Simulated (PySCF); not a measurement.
F3Sc. Atoms are numbered in the order given.

```xyz
4

Sc     0.0000     0.0000     0.0000
F     -1.8285     0.0000     0.0000
F      0.9142     1.5835     0.0000
F      0.9142    -1.5835     0.0000
```
Charge 0, spin multiplicity 1.

The structure is a stationary point at B3LYP-D3(BJ)/def2-SVP. The isomer is the one that the SMILES or the coordinates give; other isomers of the formula were not compared.

These are PBE/def2-TZVPD run with PySCF values and carry that method's errors.

Symmetry labels are those of the subgroup C2v that the program uses (full group D3h).

Computed valence orbital energies around the gap with their symmetry:
```json
[
 {"orbital": "HOMO−7", "symmetry": "A1", "energy (eV)": "-10.28"},
 {"orbital": "HOMO−6", "symmetry": "A1", "energy (eV)": "-10.24"},
 {"orbital": "HOMO−5", "symmetry": "A2", "energy (eV)": "-9.83"},
 {"orbital": "HOMO−4", "symmetry": "B2", "energy (eV)": "-9.83"},
 {"orbital": "HOMO−3", "symmetry": "B2", "energy (eV)": "-9.54"},
 {"orbital": "HOMO−2", "symmetry": "A1", "energy (eV)": "-9.31"},
 {"orbital": "HOMO−1", "symmetry": "B1", "energy (eV)": "-9.31"},
 {"orbital": "HOMO", "symmetry": "B1", "energy (eV)": "-9.24"},
 {"orbital": "LUMO", "symmetry": "A1", "energy (eV)": "-3.48"},
 {"orbital": "LUMO+1", "symmetry": "A2", "energy (eV)": "-2.41"},
 {"orbital": "LUMO+2", "symmetry": "B2", "energy (eV)": "-2.41"},
 {"orbital": "LUMO+3", "symmetry": "A1", "energy (eV)": "-0.58"}
]
```
